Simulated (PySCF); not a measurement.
# Dipole response of As³⁺ (arsenic, charge +3)

[Ar] 3d10 4s2, closed-shell 1S. Computed with PySCF 2.14 in dyall-av3z (24s17p11d2f, 144 functions), with the spin-free X2C one-electron Hamiltonian (Gaussian nucleus). Coupled (time-dependent) response in atomic units; α is the mean over directions.

```tsv
method	mean α (bohr³)	C₆ (like pair)	S(−4)
TPSSh	7.162	21.84	24.89
PW91	6.691	19.77	21.79
```

S(−4) is the Cauchy moment in α(ω) = α(0) + S(−4) ω² + …

α(iu) at TPSSh:

```tsv
u (hartree)	α(iu) (bohr³)
0	7.162
0.0500	7.100
0.100	6.922
0.200	6.294
0.300	5.479
0.500	3.920
0.750	2.588
1.00	1.809
1.50	1.039
2.00	0.6892
3.00	0.3805
5.00	0.1744
```

A single London oscillator, α(iu) = α/(1 + u²/ω²), gives C₆ = (3/4) ω α². Matching the computed C₆ needs ω = 4 × 21.84 / (3 × 7.162²) = 0.568 hartree.

For an ion, C₆ is the dispersion term alone; charge-induced terms of lower order in 1/R come first.
